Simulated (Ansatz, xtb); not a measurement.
Two isomers of C4H5FO4

We compare I, `CO[C@]1(F)COC(=O)O1`, a singlet, with II, `C[C@H](F)OC(=O)OC=O`, a singlet. Both are isolated molecules in the gas phase, relaxed with B3LYP-D3(BJ)/def2-SVP; the shapes shown needn't be the lowest conformers.

I (Å):

| atom | x (Å) | y (Å) | z (Å) |
| --- | --- | --- | --- |
| C | 3.0563 | -0.6902 | 1.7081 |
| C | 1.2662 | 0.2860 | 0.5185 |
| C | -0.1191 | 0.0278 | -0.0806 |
| C | 1.2713 | 0.8342 | -1.7005 |
| F | 1.2449 | 1.3761 | 1.3545 |
| O | 1.7374 | -0.8007 | 1.1655 |
| O | -0.0108 | 0.5204 | -1.4084 |
| O | 1.6712 | 1.2096 | -2.7502 |
| O | 2.0531 | 0.6480 | -0.5898 |
| H | 3.1050 | 0.1185 | 2.4523 |
| H | 3.7885 | -0.5018 | 0.9082 |
| H | 3.2699 | -1.6520 | 2.1891 |
| H | -0.8960 | 0.5795 | 0.4644 |
| H | -0.3370 | -1.0494 | -0.0873 |

II (Å):

```yaml
atoms:
  - { symbol: C, position_ang: [0.8950, -2.3502, 2.0842] }
  - { symbol: C, position_ang: [0.5667, -1.1641, 1.2178] }
  - { symbol: C, position_ang: [0.0518, -0.8332, -1.0525] }
  - { symbol: C, position_ang: [-0.3688, -1.2831, -3.3613] }
  - { symbol: F, position_ang: [-0.3653, -0.3706, 1.8290] }
  - { symbol: O, position_ang: [-0.0034, -1.6480, 0.0101] }
  - { symbol: O, position_ang: [0.6125, 0.2139, -1.1339] }
  - { symbol: O, position_ang: [-0.7060, -1.4201, -2.0337] }
  - { symbol: O, position_ang: [0.6875, -0.9389, -3.7797] }
  - { symbol: H, position_ang: [1.2912, -2.0024, 3.0484] }
  - { symbol: H, position_ang: [-0.0149, -2.9420, 2.2603] }
  - { symbol: H, position_ang: [1.6476, -2.9838, 1.5936] }
  - { symbol: H, position_ang: [1.4343, -0.5319, 0.9757] }
  - { symbol: H, position_ang: [-1.2482, -1.5938, -3.9603] }
```

Quicker runs give these differences E(II) − E(I): GFN2-xTB +69.85 kJ/mol; HF/STO-3G +124.92 kJ/mol (at GFN2-xTB geometries); r2SCAN-D4/def2-SVP −2.99 kJ/mol (at GFN2-xTB geometries).

Task: Estimate E(II) − E(I) at the level CCSD(T)/def2-SVP + ΔMP2/def2-TZVPP.

Result: Too close to call at this level: CCSD(T)/def2-SVP + ΔMP2/def2-TZVPP gives E(II) − E(I) = −7.97 kJ/mol.

How the difference moves with the method:

| level | geometry | E(II) − E(I) (kJ/mol) | departure from the last row (kJ/mol) | job, with rough time for the two |
| --- | --- | --- | --- | --- |
| GFN2-xTB | GFN2-xTB | +69.85 | +77.82 | optimisation, 0.34 s |
| HF/STO-3G | GFN2-xTB | +124.92 | +132.89 | single point, 0.48 s |
| r2SCAN-D4/def2-SVP | GFN2-xTB | −2.99 | +4.97 | single point, 4.5 s |
| B3LYP-D3(BJ)/def2-SVP | B3LYP-D3(BJ)/def2-SVP | −10.56 | −2.60 | optimisation, 85 s |
| HF/def2-SVP | B3LYP-D3(BJ)/def2-SVP | −14.26 | −6.29 | part of the CCSD(T) run |
| MP2/def2-SVP | B3LYP-D3(BJ)/def2-SVP | −24.38 | −16.41 | part of the CCSD(T) run |
| CCSD(T)/def2-SVP | B3LYP-D3(BJ)/def2-SVP | −20.35 | −12.39 | single point |
| CCSD(T)/def2-SVP + ΔMP2/def2-TZVPP | B3LYP-D3(BJ)/def2-SVP | −7.97 |  | single point, 2.7 min |

As drawn, II has 1 C=O in place of 2 C–O. Structure I has a 5-membered ring, II no ring.

GFN2-xTB, HF/STO-3G put the two in the other order. The largest departure from CCSD(T)/def2-SVP + ΔMP2/def2-TZVPP is that of HF/STO-3G, 132.89 kJ/mol. The last row adds to CCSD(T) the change of the MP2 difference between the two basis sets, here +12.39 kJ/mol.

With thermal terms from frequencies at re-optimised GFN2-xTB minima (ideal gas, soft modes damped towards free rotors, one conformer each, 298.15 K, 1 atm): on the last row, ΔE + ΔZPE = −12.84, ΔH = −9.35, ΔG = −18.36 kJ/mol.

The correlated steps freeze 9 core orbitals. Run with Ansatz 0.2.0, xtb 6.7.1; the last row on 4 threads of Arm Neoverse V1 on a shared host.
